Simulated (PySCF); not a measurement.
tantalum atom (Ta), quartet (core potentials on Ta). Base run: R2SCAN/def2-SVP (PySCF).

Here is a job for PySCF.
```python
from pyscf import gto, scf, dft

mol = gto.Mole()
mol.atom = '''
    Ta    0.00000000    0.00000000    0.00000000
'''
mol.basis = 'def2-svp'
mol.ecp = {'Ta': 'def2-svp'}
mol.spin = 3
mol.verbose = 4
mol.build()

mf = dft.UKS(mol)
mf.xc = 'r2scan'
mf.kernel()
```

The base run was repeated with changes; each row names its change, and settings that it needs were set with it.

```
change                                     E (Eh)  HOMO (eV)  <S^2>  core-seconds (rough)        outcome
--------------------------------------  ---------  ---------  -----  --------------------  -------------
base                                    -56.85391      -4.62  3.773                     3      converged
functional = wb97x_v                    -56.78269      -7.13  3.755                    20      converged
functional = tpssh                      -56.81673      -4.73  3.757                     2      converged
functional = pbe                        -56.85246      -4.40  3.756                     1      converged
functional = blyp; dispersion = d3zero  -56.82040      -4.15  3.754                   1.0      converged
functional = hse06                      -56.81841      -4.84  3.756                     3      converged
functional = bhandhlyp                  -56.73061      -5.76  3.757                     1      converged
functional = m06l                       -56.85185      -4.48  3.759                     2      converged
functional = pbe; dispersion = d3bjm    -56.85246      -4.40  3.756                   0.9      converged
functional = m062x                              -          -      -                     -  not converged
functional = x3lyp                      -56.81185      -4.99  3.755                     2      converged
functional = b3lyp                      -56.85806      -5.22  3.755                     1      converged
functional = lc_wpbe                    -56.83040      -6.98  3.760                     4      converged
```

Total energies compare only within one method and basis.

Open shells are given as the SCF converged; they aren't shown to be the lowest states, and a large step between rows can be another state.
